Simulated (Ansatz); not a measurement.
Geometry optimisation, Ansatz, RKS B3LYP/6-31G*.

Input file:

```yaml
crystal:
  periodic: [false, false, false]
  atoms:
    - { symbol: C, position_ang: [0.4137, -2.2123, -0.0097] }
    - { symbol: Al, position_ang: [0.6759, -0.3505, -0.7636] }
    - { symbol: C, position_ang: [-0.52925, 0.27486, -2.19098] }
    - { symbol: C, position_ang: [2.08307, 0.85713, -0.17475] }
    - { symbol: Si, position_ang: [3.77138, 0.09182, -0.41125] }
    - { symbol: "N", position_ang: [3.96202, -1.40381, 0.53256] }
    - { symbol: H, position_ang: [-0.6379, -2.2278, 0.3891] }
    - { symbol: H, position_ang: [0.5292, -2.9023, -0.8339] }
    - { symbol: H, position_ang: [1.1006, -2.3492, 0.8306] }
    - { symbol: H, position_ang: [0.0799, 0.47749, -3.13696] }
    - { symbol: H, position_ang: [-1.24509, -0.55351, -2.45335] }
    - { symbol: H, position_ang: [-1.07004, 1.16362, -1.91899] }
    - { symbol: H, position_ang: [2.0786, 1.86116, -0.61153] }
    - { symbol: H, position_ang: [2.01368, 1.03509, 0.99252] }
    - { symbol: H, position_ang: [4.83337, 1.0213, -0.00999] }
    - { symbol: H, position_ang: [3.9613, -0.20672, -1.87314] }
    - { symbol: H, position_ang: [3.88982, -1.12371, 1.52263] }
    - { symbol: H, position_ang: [4.95428, -1.75589, 0.38716] }
basis:
  gaussian: { orbitals: "6-31G*" }
hamiltonian:
  xc: b3lyp
relax:
  f_tol: 0.015
  max_steps: 40
```

Launched with:

```bash
$ ansatz run input.yaml --threads 2 --pin off --max-ram 3072MiB --backend cpu --events-out ev --progress --plain --runs-dir out
```

Problem. Where does it end, and by what steps?

Solution. The forces met the threshold. After 30 steps the energy has fallen by 1.119 eV; H18 moved furthest, 2.75 Å. Joined: Al2–N6 (3.69 → 2.13 Å).

```tsv
step	energy less start (eV)	largest force component (eV/Å)	accepted
0	0.0000	2.494	yes
2	-0.3471	2.096	no
4	-0.4578	0.351	yes
6	-0.4698	0.067	yes
8	-0.4841	0.105	yes
10	-0.5107	0.332	yes
12	-0.5619	0.428	yes
14	-0.6633	0.157	yes
16	-0.8069	0.327	yes
18	-1.0162	0.403	yes
20	-1.0781	0.655	yes
22	-1.1079	0.166	yes
24	-1.1153	0.142	yes
26	-1.1183	0.049	yes
28	-1.1193	0.027	yes
30	-1.1195	0.006	yes
```

```xyz
18
Properties=species:S:1:pos:R:3
C 0.359 -1.869 0.705
Al 1.105 -0.554 -0.581
C 0.337 -0.383 -2.402
C 1.949 1.137 0.223
Si 3.642 0.492 -0.105
N 3.139 -1.120 -0.863
H -0.640 -1.567 1.049
H 0.245 -2.868 0.263
H 0.971 -1.986 1.611
H 0.925 0.269 -3.063
H 0.241 -1.354 -2.908
H -0.674 0.048 -2.368
H 1.717 2.061 -0.316
H 1.734 1.290 1.286
H 4.502 0.134 1.057
H 4.468 1.173 -1.139
H 3.424 -1.952 -0.348
H 3.420 -1.255 -1.834
```

Whether the end is a true minimum wasn't checked by a vibrational analysis.

Time of the run: 2.1 min on 2 threads of Intel(R) Xeon(R) Platinum 8488C (Sapphire Rapids), on a shared host, peak memory 0.34 GiB.
